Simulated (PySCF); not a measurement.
## KBr at PBEsol

Computed with PBEsol; PySCF, spin-free X2C with a Gaussian nucleus, basis sets K x2c-SVPall, Br x2c-SVPall.

- state: ¹Σ⁺ (singlet), closed shell
- bond length: 2.803 Å
- harmonic wavenumber: 227 cm⁻¹
- force constant: 0.789 mdyn/Å
- rotational constant Be: 0.08224 cm⁻¹
- anharmonicity ωexe: 0.865 cm⁻¹
- vibration–rotation constant αe: 0.000446 cm⁻¹
- well depth De to K + Br: 3.88 eV
- dissociation energy D0: 3.87 eV
- HOMO–LUMO gap: 2.51 eV
- bond order (Mayer): 0.75
- dipole moment (positive dipole means K(−)Br(+)): -9.64 D
